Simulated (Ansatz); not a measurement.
One geometry of [ReNF4]2- (ReNF4²⁻), several levels of theory.

```yaml
crystal:
  periodic: [false, false, false]
  atoms:
    - {symbol: Re, position_ang: [0.000279, -0.000609, 0.170434]}
    - {symbol: N, position_ang: [0.002892, -0.006858, 1.823617]}
    - {symbol: F, position_ang: [1.920302, 0.014065, -0.501299]}
    - {symbol: F, position_ang: [-0.013063, 1.922805, -0.491478]}
    - {symbol: F, position_ang: [-1.921841, -0.010457, -0.495299]}
    - {symbol: F, position_ang: [0.011430, -1.918937, -0.505974]}
basis:
  gaussian: {orbitals: def2-SVPD, initial_orbitals: start.molden}
total_charge: -2
correlation: {method: ccsd_t}
scf: {omitted_lower_state_checks: [starts]}
output: {orbitals: {seedname: orbitals}}
```

The file start.molden holds the orbitals of an earlier run on this structure, at another level or in another basis.

```sh
$ ansatz run in.yaml --threads 4 --pin off --events-out ev --progress --plain --max-ram 3916MiB
```

It prints (some lines left out):

```
Functional definition: HF
1396 factors; integrals over basis functions are off by at most 8.5e-4 eV
mean field evaluation 1: about -14404.4189 eV, gradient 3.4e1 eV
mean field evaluation 2: about -14406.1694 eV, gradient 1.9e0 eV
mean field evaluation 4: about -14406.6571 eV, gradient 3.7e-2 eV
mean field evaluation 8: about -14406.6572 eV, gradient 1.7e-6 eV
mean field -14406.65720952 eV, -529.4348872669 hartree, gradient 4.9e-6 eV, S^2 0.000000; 0 other end points of the search recorded, 0 dependent functions left out
5 core orbitals not correlated: weight in the atoms' cores, before any rotation towards them, 1.000 or more for the frozen orbitals, at most 0.000 for the correlated occupied ones
reference -14406.65720952 eV, -529.4348872669 hartree; 25, 25 occupied and 117, 117 virtual orbitals, 1396 factors
second order -38.35024798 eV of doubles, -0.00000000 eV of singles
cycle   1  -34.95720269 eV  change     3.4e0 eV  update   2.7e-1
cycle   2  -36.61297703 eV  change    -1.7e0 eV  update   1.4e-1
cycle   3  -36.91312680 eV  change   -3.0e-1 eV  update   3.9e-2
cycle   4  -36.94428742 eV  change   -3.1e-2 eV  update   1.6e-2
cycle   5  -36.92615388 eV  change    1.8e-2 eV  update   2.8e-3
cycle   6  -36.92539453 eV  change    7.6e-4 eV  update   1.3e-3
cycle   7  -36.92558282 eV  change   -1.9e-4 eV  update   4.8e-4
cycle   8  -36.92551012 eV  change    7.3e-5 eV  update   1.7e-4
cycle   9  -36.92559982 eV  change   -9.0e-5 eV  update   7.0e-5
cycle  10  -36.92562122 eV  change   -2.1e-5 eV  update   3.0e-5
perturbative correction -1.42064815 eV, -0.0522078567 hartree
Total energy: -14445.00347890 eV, -530.8440866744 hartree
Checks for a lower state left out: starts
```

Hardware: 4 threads of Arm Neoverse V1 on a shared host. Wall time 72 s, peak host memory 1.6 GiB.

First input, but with `gaussian: {orbitals: def2-TZVPD, initial_orbitals: start.molden}`, `hamiltonian: {xc: lda}` and without the key `correlation` (abridged; 1.6 s):

```
Functional definition: SPW92
mean field -14414.00831870 eV, -529.7050355463 hartree, gradient 4.2e-5 eV, S^2 0.000000
Total energy: -14414.00837214 eV, -529.7050375102 hartree
Checks for a lower state left out: starts
```

The first input with `gaussian: {orbitals: def2-TZVPD, initial_orbitals: start.molden}`, `hamiltonian: {xc: r2scan, dispersion: d4}`, `output: {forces: true, orbitals: {seedname: orbitals}}` and without the key `correlation` (abridged; 6.5 s):

```
Functional definition: r2SCAN
mean field -14493.33270579 eV, -532.6201530041 hartree, gradient 1.1e-5 eV, S^2 0.000000
Total energy: -14493.37406495 eV, -532.6216729253 hartree
Atom 0 force    -0.001307     0.002545    -0.785200 eV/Å
Atom 1 force     0.001514    -0.003320     0.924811 eV/Å
Atom 2 force    -0.076380    -0.000037    -0.034880 eV/Å
Atom 3 force     0.000533    -0.076106    -0.035043 eV/Å
Atom 4 force     0.076073     0.000939    -0.035158 eV/Å
Atom 5 force    -0.000433     0.075978    -0.034530 eV/Å
Dipole moment:    -0.000052     0.000111    -0.029077 e Å
Checks for a lower state left out: starts
```

First input, but with `gaussian: {orbitals: def2-TZVPD, initial_orbitals: start.molden}`, `hamiltonian: {xc: {name: B97M-V}}` and without the key `correlation` (abridged; 13 s):

```
Functional definition: B97M-V
mean field -14492.90476061 eV, -532.6044263087 hartree, gradient 1.2e-5 eV, S^2 0.000000
Total energy: -14492.90484663 eV, -532.6044294698 hartree
Checks for a lower state left out: starts
```

The first input with `gaussian: {orbitals: def2-TZVPD, initial_orbitals: start.molden}`, `hamiltonian: {xc: pbe}`, `correlation: {method: rpa}` and without the key `output` (abridged; 11 s):

```
Functional definition: PBE
mean field -14487.05385425 eV, -532.3894094659 hartree, gradient 2.0e-6 eV, S^2 0.000000
5 core orbitals not correlated: weight in the atoms' cores, before any rotation towards them, 1.000 or more for the frozen orbitals, at most 0.000 for the correlated occupied ones
Total energy: -14485.16615453 eV, -532.3200377807 hartree
Checks for a lower state left out: starts
```

As the first input, with `gaussian: {orbitals: def2-TZVPD, initial_orbitals: start.molden}`, `hamiltonian: {xc: {text: "exchange = 0.95*pbe_x + 0.05*exact_x\ncorrelation = pbe_c"}}` and without the key `correlation` (abridged; 4.1 s):

```
Functional definition: unnamed
mean field -14486.53548588 eV, -532.3703597798 hartree, gradient 8.3e-6 eV, S^2 0.000000
Total energy: -14486.53553902 eV, -532.3703617324 hartree
Checks for a lower state left out: starts
```

First input, but with `gaussian: {orbitals: def2-TZVPD, initial_orbitals: start.molden}`, `hamiltonian: {xc: {text: "exchange = 0.65*pbe_x + 0.35*exact_x\ncorrelation = pbe_c"}}` and without the key `correlation` (abridged; 4.1 s):

```
Functional definition: unnamed
mean field -14483.82715358 eV, -532.2708304033 hartree, gradient 2.2e-5 eV, S^2 0.000000
Total energy: -14483.82719311 eV, -532.2708318560 hartree
Checks for a lower state left out: starts
```

Geometry: PBE0-D4/def2-SVPD.

In the def2 sets Re takes a core potential; there is no spin–orbit coupling. Correlated methods freeze 5 core orbitals; core or outer-core shells of Re are correlated, in sets that lack core-valence functions. A multiply charged anion in the gas phase is held together partly by the finite basis. Removing one electron lowers the energy by 3.19 eV at PBE0-D4/def2-TZVPD, so it isn't bound. At CCSD(T)/def2-SVPD, LDA (SPW92)/def2-TZVPD, r2SCAN-D4/def2-TZVPD, B97M-V/def2-TZVPD and others the highest occupied level of the charge -2 singlet lies above zero (up to 6.63 eV). By energy differences it is unbound by 3.19 eV (vertical, to the charge -1 doublet, at PBE0-D4/def2-TZVPD) and held by the finite basis. At CCSD(T)/def2-SVPD, RPA@PBE/def2-TZVPD the test of the restricted singlet for broken spin symmetry was undecided. This restricted singlet of an open-shell metal (gap down to 0.47 eV) wasn't tested against broken symmetry.
